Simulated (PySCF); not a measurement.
H₁₃NSi₆.
Cartesian coordinates in Å at the PBE0-D3(BJ)/def2-SVP level; atoms count from 1:
```
atom  x, y, z in Å
Si1    2.316    0.438    1.106
N2     2.083    0.007   -0.562
Si3    0.660    0.212   -1.566
Si4   -0.797    1.825   -0.659
Si5   -1.920    0.718    1.100
Si6   -1.360   -1.563    0.834
Si7   -0.683   -1.721   -1.414
H8     1.136    1.265    1.503
H9     2.391   -0.753    2.010
H10    3.568    1.232    1.308
H11    2.808   -0.576   -0.974
H12    1.076    0.537   -2.967
H13   -1.789    2.130   -1.741
H14   -0.132    3.097   -0.238
H15   -3.400    0.897    0.962
H16   -1.497    1.239    2.437
H17   -0.187   -1.881    1.710
H18   -2.492   -2.470    1.200
H19    0.051   -2.992   -1.710
H20   -1.892   -1.635   -2.297
```

Method: core-valence-separated Tamm–Dancoff BHandHLYP/aug-pcX-1 (pcseg-1 on H, def2-SVPD on Si) in PySCF, non-relativistic, gas phase, PBE0-D3(BJ)/def2-SVP geometry. BHandHLYP without relativity tends to put these K edges a few eV too low, so spacings mean more than positions.

The lowest roots of each edge with f over 0.003 (five at most, numbered afresh; weaker and dark ones are left out), with transition dipoles (au) in the frame of the coordinates:

```
root  edge  E (eV)       μx       μy       μz
   1     N  399.67  -0.0513   0.0119   0.0069
   2     N  400.20  -0.0035   0.0303  -0.0119
   3     N  400.35  -0.0115  -0.0127  -0.0530
   4     N  400.53   0.0090   0.0226  -0.0017
```

What are the oscillator strengths?

f = (2/3) ΔE |μ|², with ΔE in hartree (27.2114 eV):

| root | ΔE (Eh) | \|μ\|² (au) | f | core hole on |
| --- | --- | --- | --- | --- |
| 1 | 14.6875 | 0.002821 | 0.028 | N2 |
| 2 | 14.7071 | 0.001072 | 0.011 | N2 |
| 3 | 14.7127 | 0.003103 | 0.030 | N2 |
| 4 | 14.7193 | 0.000595 | 0.006 | N2 |

Molecules are fixed in this frame and the field points along x. What effective strengths 3 f cos²θ do the roots have (θ between field and μ)?

root 1 (N2): 0.077, root 2 (N2): 0.000, root 3 (N2): 0.004, root 4 (N2): 0.002. Root 1 is the strongest. Averaged over all orientations cos²θ is 1/3, which gives f back.

The run took 41 s of wall time on one thread of an Arm Neoverse N1, no GPU, shared host with 64 logical CPUs at a one-minute load of 49, and the process peaked at 1.1 GiB of memory.

One conformer stands for the species.
